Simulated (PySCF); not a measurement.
A structure optimised at PBE-D3(BJ)/def2-SVP, used in a PySCF frequency run:

```xyz
10

Cl     1.5074    -0.1130     1.6904
Si     0.2986     0.0176     0.0000
Cl     1.5074    -0.1130    -1.6904
C     -0.9311     1.5100     0.0000
O     -2.1765     0.7743     0.0000
Si    -1.8535    -0.9117     0.0000
H     -0.8539     2.1559    -0.9023
H     -0.8539     2.1559     0.9023
H     -2.3876    -1.6038     1.2244
H     -2.3876    -1.6038    -1.2244
```
Charge 0, spin multiplicity 1.

**Question.** Write its SMILES, formula and point group.

**Answer.** Cl[Si]1(Cl)CO[SiH2]1, CH4Cl2OSi2, Cs

**Question.** What are its rotational constants (standard atomic weights)?

**Answer.** 1.7860, 1.1636, 0.89312 GHz
